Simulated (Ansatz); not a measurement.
Geometry optimisation, Ansatz 0.2.0, RHF/def2-SVP.

The input (input.yaml):

```yaml
crystal:
  periodic: [false, false, false]
  atoms:
    - { symbol: Zn, position_ang: [-1.156456, -0.981489, 0.469514] }
    - { symbol: "N", position_ang: [0.92592, 1.166654, -0.729976] }
    - { symbol: O, position_ang: [-0.753666, -2.165525, 1.748131] }
    - { symbol: H, position_ang: [-0.036283, 1.031605, -1.020368] }
    - { symbol: H, position_ang: [-1.620086, -0.005425, -0.628504] }
    - { symbol: H, position_ang: [1.512121, 1.03181, -1.536807] }
    - { symbol: H, position_ang: [1.027352, 2.127474, -0.447242] }
    - { symbol: H, position_ang: [0.101199, -2.205005, 2.145152] }
basis:
  gaussian: { orbitals: def2-SVP }
hamiltonian:
  xc: hf
relax:
  f_tol: 0.03
  max_steps: 50
```

Run as:

```bash
$ ansatz run input.yaml --threads 1 --pin off --max-ram 2048MiB --backend cpu --events-out ev --progress --plain --runs-dir out
```

Question: Where does it end, and by what steps?

Answer: The run converged. After 11 steps the energy has fallen by 0.546 eV; H8 moved furthest, 1.08 Å. Joined: Zn1–N2.

```tsv
step	energy less start (eV)	largest force component (eV/Å)	accepted
0	0.0000	0.560	yes
1	-0.0767	0.367	yes
2	-0.0940	1.538	yes
3	-0.1225	1.337	yes
4	-0.2687	0.393	yes
5	-0.4060	0.222	yes
6	-0.4905	0.268	yes
7	-0.5237	0.486	yes
8	-0.5372	0.188	yes
9	-0.5441	0.100	yes
10	-0.5459	0.035	yes
11	-0.5463	0.012	yes
```

```xyz
8
Properties=species:S:1:pos:R:3
Zn -1.121 -0.598 0.127
N 0.573 0.800 -0.535
O -0.245 -1.576 1.389
H 0.305 1.425 -1.278
H -2.423 -0.249 -0.714
H 1.364 0.265 -0.856
H 0.894 1.363 0.236
H 0.653 -1.431 1.631
```

Whether the end is a true minimum wasn't checked by a vibrational analysis.

The run took 14 s on 1 thread of Intel(R) Xeon(R) 6975P-C (Granite Rapids), on a shared host, peak memory 0.16 GiB.
